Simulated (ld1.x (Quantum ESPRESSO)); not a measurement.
## Varying the TM potential for Pr

Base potential:

ld1.x (Quantum ESPRESSO) 7.5 input, shortened:

```
&input
   title='Pr', zed=59., rel=2, dft='PBESOL', iswitch=3,
   config='[Xe] 4f2 5d1 6s2 6p0', rel_dist='average'
 /
 &inputp
   pseudotype=2, tm=.true., lloc=-2, rcloc=1.45,
   nlcc=.false.
 /
4
5S  1  0   2.00   0.00  1.70  1.70  0.0
5P  2  1   6.00   0.00  1.70  1.70  0.0
5D  3  2   1.00   0.00  2.40  2.40  0.0
4F  4  3   2.00   0.00  0.85  0.85  0.0
 &test
   configts(1)='4f2 5s2 5p6 5d1 6s2 6p0'
 /
```

Open shells are filled in proportion to 2j + 1 (rel_dist='average').

Occupied shells without a wave of their own: 6s. They enter only through the test configuration that unscreens the potential.

Cutoffs, loose and tight: the cutoffs (Ry, on a coarse ladder) from which the occupation-weighted sum of valence levels, in a spherical-Bessel basis at the reference potential, stays within 10 and 1 mRy of its value at 400 Ry. They do not see the model core or the augmentation charge, which bear on the density cutoff. Test errors are all-electron minus pseudo excitation energies from the reference, over the configurations 4f3 5s2 5p6 5d0 6s2 6p0; 4f3 5s2 5p6 5d0 6s1 6p0; 4f3 5s2 5p6 5d0 6s0 6p0; 4f3 5s2 5p6 5d0.5 6s1.5 6p0; 4f1 5s2 5p6 5d0 6s0 6p0; 4f3 5s2 5p6 5d0 6s0 6p2; 4f3 5s2 5p6 5d1 6s0 6p0. A dash means not determined; rows that change the core or the reference have their own tests. The largest error is taken over the tests solved by every variant that gives reliable tests at all: 4f1 5s2 5p6 5d0 6s0 6p0; 4f3 5s2 5p6 5d0 6s0 6p0; 4f3 5s2 5p6 5d0 6s1 6p0; 4f3 5s2 5p6 5d0 6s2 6p0; 4f3 5s2 5p6 5d0.5 6s1.5 6p0; 4f3 5s2 5p6 5d1 6s0 6p0.

Cutoffs are not given where the Bessel-basis levels miss the radial ones by over 6 mRy, ghosts where they miss by over 20 mRy; a channel whose overlap is not positive is not tested.

```csv
change,outcome,bound ghosts,largest test error (meV)
base,"generated, misses its reference levels by 0.25 eV",not determined,-2183
wave 5p (bound): rc 1.70 bohr becomes 5p (bound): rc 1.08 bohr,"generated, misses its reference levels by 0.25 eV",not determined,-1563
wave 5p (bound): rc 1.70 bohr becomes 5p (bound): rc 1.32 bohr,"generated, misses its reference levels by 0.25 eV",not determined,-2059
wave 5p (bound): rc 1.70 bohr becomes 5p (bound): rc 1.58 bohr,"generated, misses its reference levels by 0.25 eV",not determined,-2182
wave 5p (bound): rc 1.70 bohr becomes 5p (bound): rc 1.76 bohr,"generated, misses its reference levels by 0.25 eV",not determined,-2169
wave 5p (bound): rc 1.70 bohr becomes 5p (bound): rc 1.88 bohr,"generated, misses its reference levels by 0.25 eV",not determined,-2144
wave 5p (bound): rc 1.70 bohr becomes 5p (bound): rc 2.08 bohr,"generated, misses its reference levels by 0.25 eV",not determined,-2064
wave 5p (bound): rc 1.70 bohr becomes 5p (bound): rc 2.34 bohr,"generated, misses its reference levels by 0.25 eV",not determined,-1931
wave 5p (bound): rc 1.70 bohr becomes 5p (bound): rc 2.54 bohr,"generated, misses its reference levels by 0.25 eV",not determined,-1849
```
